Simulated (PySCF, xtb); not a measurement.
BH6N, SMILES [BH3-][NH3+].

xtb with GFN2-xTB at its own geometry gives an orbital gap of 9.08 eV and a dipole moment of 6.03 D.

The structure is a stationary point at PBE-D3(BJ)/def2-TZVP.

**Question.** What does PBE0/def2-TZVPD run with PySCF give? (An estimate is asked for; the answer gives what the named calculation found.)

**Answer.** gap 7.23 eV (levels -7.79 and -0.56 eV), dipole 5.33 D.
